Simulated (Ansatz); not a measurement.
Relaxation of FGaH$_{4}$O (7 atoms, charge 0, multiplicity 1), to a largest force component of 0.03 eV/Å in at most 50 steps.

Level of theory: Ansatz 0.2.0, RKS B3LYP-D4/def2-SVP.

```xyz
7
Properties=species:S:1:pos:R:3
Ga 0.011 0.465 -0.422
H 0.027 0.056 2.318
O 1.661 -0.118 -0.734
H 1.728 -0.975 -1.172
H -1.344 -0.198 -0.781
F 0.066 2.013 0.349
H 0.030 0.717 2.034
```

Q: Where does it end, and by what steps?

A: It converged. After 9 steps the energy has fallen by 0.080 eV; F6 moved furthest, 0.21 Å.

```
step  energy less start (eV)  largest force component (eV/Å)  accepted
   0                  0.0000                           1.665       yes
   1                 -0.0692                           0.273       yes
   2                 -0.0228                           0.821        no
   3                 -0.0716                           0.258       yes
   4                 -0.0726                           0.196       yes
   5                 -0.0778                           0.152       yes
   6                 -0.0787                           0.114       yes
   7                 -0.0800                           0.068       yes
   8                 -0.0802                           0.045       yes
   9                 -0.0803                           0.006       yes
```

```xyz
7
Properties=species:S:1:pos:R:3
Ga 0.037 0.493 -0.444
H -0.014 -0.056 2.312
O 1.680 -0.102 -0.782
H 1.720 -0.992 -1.155
H -1.323 -0.211 -0.688
F 0.073 2.136 0.180
H 0.005 0.693 2.169
```

The run took 16 s on 2 threads of Arm Neoverse V1, with other jobs on the host, peak memory 0.16 GiB.
